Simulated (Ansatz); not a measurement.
Start from `N[SiH2]N[SiH](N)O` and change one atom or group to get `N[SiH2]N[SiH](N)Cl`.

Ansatz, PBE0-D4/def2-TZVP geometries, multiplicity 1. Each molecule was computed in one conformer, which needn't be the lowest.

```json
{"property": "LUMO energy (PBE/def2-TZVPP) / eV", "`N[SiH2]N[SiH](N)O`": "-0.29"}
{"property": "HOMO energy (ωB97M-V/def2-TZVPP) / eV", "`N[SiH2]N[SiH](N)O`": "-9.85"}
{"property": "HOMO energy (PBE/def2-TZVPP) / eV", "`N[SiH2]N[SiH](N)O`": "-5.99"}
{"property": "LUMO energy (ωB97M-V/def2-TZVPP) / eV", "`N[SiH2]N[SiH](N)O`": "1.98"}
{"property": "HOMO–LUMO gap (PBE0/def2-TZVPP) / eV", "`N[SiH2]N[SiH](N)O`": "8.01"}
{"property": "size of the dipole moment (PBE/def2-TZVPP) / D", "`N[SiH2]N[SiH](N)O`": "2.76"}
```

Question: Give the same properties after the change, and the shifts. (Best estimate.)

Answer: Computed: 
| property | `N[SiH2]N[SiH](N)Cl` | shift |
| --- | --- | --- |
| LUMO energy (PBE/def2-TZVPP) / eV | -0.23 | 0.06 |
| HOMO energy (ωB97M-V/def2-TZVPP) / eV | -9.95 | -0.10 |
| HOMO energy (PBE/def2-TZVPP) / eV | -6.19 | -0.20 |
| LUMO energy (ωB97M-V/def2-TZVPP) / eV | 2.03 | 0.05 |
| HOMO–LUMO gap (PBE0/def2-TZVPP) / eV | 8.19 | 0.18 |
| size of the dipole moment (PBE/def2-TZVPP) / D | 2.52 | -0.24 |

With PBE0 the HOMO falls by 0.14 eV and the LUMO rises by 0.06 eV, so the gap widens by about 0.20 eV. PBE moves the HOMO by -0.20 eV and ωB97M-V by -0.10 eV. Dipoles are sizes alone; their direction can turn.
